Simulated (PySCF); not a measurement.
Gas-phase reaction: ZnH2 + C2H3Cl → ZnCH3 + CH2Cl

Method: PySCF energies plus ideal-gas RRHO corrections (1 bar). † marks an energy on the PBE0/def2-TZVP geometry and frequencies; other levels use their own. MP2 freezes the core. Open shells (unrestricted): ZnCH3 (multiplicity 2), CH2Cl (multiplicity 2); the rest are closed-shell singlets. Zn: all electrons, no relativistic terms. ZnH2, ZnCH3, CH2Cl: computed as isolated molecules; such fragments, hydroxides, amides, oligomers or adducts are transient or little studied in the gas. MP2 isn't extrapolated to the basis-set limit; its ΔH°(298 K) is 156.8 kJ in def2-SVP and 157.2 kJ in def2-TZVPP. The harmonic model lacks anharmonicity and excited electronic states, which grow with temperature; levels with a mode under 35 cm⁻¹ are left out.

```tsv
level	ΔE electronic, kJ	ΔH°(298 K), kJ	ΔS°(298 K), J/K	ΔG°(800 K), kJ
HF/def2-TZVP†	60	69	37	39
MP2/def2-TZVPP†	148	157	37	128
PBE/def2-SVP	135	144	38	114
PBE0/def2-QZVP†	121	129	37	100
ωB97X-V/def2-TZVP†	147	155	37	126
```
ΔH° is lowest at HF/def2-TZVP† and highest at MP2/def2-TZVPP†. No reference value is set beside these.
